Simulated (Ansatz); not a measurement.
Mulliken charges of CH4S2Si, SMILES `C[SiH]1SS1` from B3LYP/def2-TZVPP in Ansatz (PBE0-D4/def2-TZVP geometry).

```
atom   x (Å)   y (Å)   z (Å)  charge (e)
  C1  -0.548   0.915  -0.363      -0.360
 Si2   0.094  -0.650   0.385       0.472
  S3   2.118  -0.792   0.923      -0.200
  S4   1.340  -1.908  -0.744      -0.200
  H5  -1.450   0.715  -0.946       0.108
  H6  -0.802   1.633   0.420       0.108
  H7   0.209   1.352  -1.015       0.127
  H8  -0.869  -1.322   1.285      -0.055
```

Question: By hand: the dipole of these point charges (1 e Å = 4.8032 D).

Answer: Σ q r = (-0.619, 0.402, 0.020) e Å, of length 0.738 e Å = 3.54 D.

Question: How does the dipole of the full density compare? (Estimate.)

Answer: Computed: (-0.484, 0.349, -0.008) e Å, 2.87 D; the point charges give 1.23 times that, at 4° from its direction.

Point charges leave out the atoms' own dipoles, such as those of lone pairs, and Mulliken's split depends on the basis, so the two needn't agree.

B3LYP here is the variant with VWN-RPA as its local correlation; programs differ in this.
